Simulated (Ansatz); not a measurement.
The cluster Rb₅H₄. Charge 0, multiplicity 2. Geometry B3LYP-D4/def2-SVP, basis def2-TZVP, Ansatz.

Cartesian coordinates in Å:
```
Rb -0.320 -3.191 -3.973
Rb 1.351 -1.367 0.728
Rb 2.740 2.539 3.360
Rb -1.923 2.863 2.033
Rb -2.526 -0.610 -1.809
H 0.024 -2.053 -1.556
H 0.317 3.523 3.218
H 2.899 0.231 2.127
H -2.561 -1.933 -4.129
```

```csv
run,HOMO (eV),LUMO (eV)
A,-2.43,-0.96
B,-2.01,-1.51
C,-2.10,-1.28
D,-3.82,0.12
E,-3.61,0.18
F,-1.99,-1.18
```

In the def2 sets Rb takes a core potential; there is no spin–orbit coupling. LC-ωPBE has ω = 0.4 bohr⁻¹. HSE06 is defined as in plane-wave codes, on full-range PBE exchange. Another isomer (doublet) lies 0.91 eV lower at PBE0-D4/def2-TZVP; other spin states weren't run for this one.

HOMO and LUMO are taken over both spins.

Question: The runs used HSE06, LC-ωPBE, PBE, PBE0, r2SCAN, ωB97X-V. Estimate which is which.

Answer: A PBE0 (25 % exact exchange); B PBE (0 % exact exchange); C HSE06 (range-separated); D LC-ωPBE (range-separated); E ωB97X-V (range-separated); F r2SCAN (0 % exact exchange). Exact exchange lowers occupied and raises empty levels; among semilocal functionals meta-GGAs tend to open the gap a little, and such runs are hard to tell apart. The gap grows from 0.50 eV (PBE) to 3.95 eV (LC-ωPBE).
